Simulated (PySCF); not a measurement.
**Distorted geometries of [Tl(NH2)2]−**

[Tl(NH2)2]− (singlet; a saddle point, relaxed within its symmetry). PySCF 2.14.0, RKS PBE0, Tl def2-SVP with ECP60, N def2-SVP, H def2-SVP; non-relativistic Hamiltonian with scalar-relativistic core potentials where named; density fitting; no spin-orbit coupling. Relaxed geometry:

```xyz
7

Tl    0.0000    0.0000    0.0000
N     0.0000    0.0000    2.5223
H     0.5684    0.5684    3.1697
H    -0.5684   -0.5684    3.1697
N     0.0000    0.0000   -2.5223
H     0.5684   -0.5684   -3.1697
H    -0.5684    0.5684   -3.1697
```

Question: Order these distorted geometries by energy above the relaxed one, lowest first.
A.
```xyz
7

Tl    0.0778   -0.1027   -0.1764
N     0.0724    0.2729    2.3041
H     0.5573    0.4404    3.1603
H    -0.7898   -0.4865    3.0883
N    -0.0290    0.0308   -2.2996
H     0.7356   -0.5521   -3.0365
H    -0.6242    0.3972   -3.0402
```
B.
```xyz
7

Tl   -0.0181   -0.0407   -0.0523
N    -0.1155    0.1240    2.4875
H     0.6385    0.6459    3.2463
H    -0.6086   -0.6213    3.2476
N     0.1185   -0.0502   -2.5915
H     0.5109   -0.6156   -3.2195
H    -0.5256    0.5579   -3.1181
```
C.
```xyz
7

Tl    0.1472    0.1301   -0.0727
N     0.0278   -0.0838    2.5059
H     0.7203    0.5749    3.1902
H    -0.4914   -0.5561    3.2327
N    -0.1297   -0.0218   -2.5544
H     0.3862   -0.6127   -3.1080
H    -0.6604    0.5694   -3.1938
```

Answer: C (0.40 eV), B (0.89 eV), A (2.28 eV).

Question: Which forces (eV/Å) act in the one that lies 0.89 eV up?

Answer: 
```
Tl  -0.13  0.16 -0.22
N    1.00 -0.67  4.40
H   -2.34 -1.61 -2.28
H    1.43  2.20 -2.16
N   -2.40  3.28  4.03
H    2.32 -3.25 -3.80
H    0.13 -0.11  0.03
```
Forces carry noise of the integration grid, about 0.01 to 0.03 eV/Å.
